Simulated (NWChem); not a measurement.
Species: BI₂F; SMILES IB(F)I

Results from NWChem. The geometry was optimised at PBE0/def2-SVP. def2 effective core potentials on I; no spin-orbit coupling. Ions are spin-unrestricted doublets at the neutral geometry; other ion states weren't tried.

For level PBE0/def2-SVP:

```yaml
vertical ionisation energy, ΔSCF (eV): 9.72
"−ε(HOMO) (eV)": 7.66
```

Task: Estimate the same quantities for level PBE/def2-SVP.

Result: The vertical ionisation energy, ΔSCF (eV) is 9.34. The −ε(HOMO) (eV) is 6.46.
